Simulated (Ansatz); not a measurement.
Basis-set extrapolation for ClFH₆N₂Si₂, SMILES `N[Si@H](Cl)[Si@@H](N)F` (PBE0-D4/def2-TZVP geometry, frozen core, Ansatz 0.2.0). Multiplicity 1, RHF reference.

|  | def2-TZVPP | def2-QZVPP |
| --- | --- | --- |
| HF | -1249.524224 | -1249.565910 |
| MP2 correlation | -1.103111 | -1.198348 |
| CCSD(T) correlation | -1.197997 | not run |

Energies in hartree. Use E(X) = E(∞) + A·exp(−7.88·√X) for Hartree–Fock and E(X) = E(∞) + B·X^(−2.97) for correlation, with X = 3 and 4, and add CCSD(T) minus MP2 of the smaller set to the MP2 limit.

Problem. What is the CCSD(T) energy at the basis-set limit?

Solution. HF limit: -1249.565910 + (-0.041686) × 0.13774 = -1249.57165. MP2 limit: -1.198348 + (-0.095237) × 0.74074 = -1.26889. Higher-order term: -1.197997 − (-1.103111) = -0.09489. Total: -1250.93543 hartree, 5.80 eV below CCSD(T)/def2-TZVPP.
